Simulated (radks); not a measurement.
Task: The table gives one normalised radial function P(r) = r R(r) of Ir57+ in [Ar] 3d2 (r in bohr). All-electron calculation, scalar-relativistic Kohn-Sham, TASK exchange with Perdew-Wang LDA correlation, spin-polarised, spherical densities, finite nucleus; open shells are filled with parallel spins first (spin-orbit coupling, left out, can overturn this in heavy ions); meta-GGA in the generalised Kohn-Sham scheme; Fermi nuclear charge, rms radius 5.4032 fm. Program: a radial shooting solver on a logarithmic mesh with Libxc functionals.

r          P
0.00117   0.0001
0.001487  0.0001
0.001875  0.0003
0.002384  0.0005
0.003006  0.0010
0.003791  0.0018
0.004819  0.0035
0.006078  0.0065
0.007665  0.0121
0.009744  0.0227
0.01229   0.0415
0.0155    0.0746
0.0197    0.1345
0.02484   0.2324
0.03158   0.3967
0.03983   0.6404
0.05023   0.9862
0.06386   1.4483
0.08053   1.9474
0.1016    2.3901
0.1291    2.6210
0.1628    2.4771
0.2053    1.9552
0.261     1.2058
0.3292    0.5645
0.4185    0.1761
0.5278    0.0359
0.6656    0.0041
0.8461    0.0002
1.067     0.0000

Which n and l does it have? It may be an empty orbital.

Result: n = 3, l = 2: the number of nodes gives n - l - 1 = 0, the rise at small r (about r^(l+1), flatter next to the nucleus through relativity) gives l, and the extent must fit the shell. The curve is that of 3d up; the table hardly tells the two spins apart. 3d up: eigenvalue -5651.1 eV, 0 radial nodes, <r> = 0.158 bohr, 90 % of the charge inside 0.241 bohr.
